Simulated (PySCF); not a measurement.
ammonium (H₄N+), SMILES [NH4+], charge +1. Coordinates come from a r2SCAN-D4/def2-TZVPD optimisation.

PySCF with TDA-B3LYP/def2-TZVPD puts the lowest singlet excitations at 14.80, 14.80, 14.80, 16.66, 16.66, 16.66 eV and the lowest triplet (TDA) at 13.91 eV.

Question: What are the lowest singlet roots from EOM-CCSD/aug-cc-pVDZ (PySCF)? (An estimate is asked for; the answer gives what the named calculation found.)

Answer: 15.56, 15.56, 15.56, 17.65, 17.65, 17.65 eV; triplets 14.48, 14.48, 14.48 eV. S1 differs by 0.76 eV (second minus first; roots are paired by order, and the bases may differ).
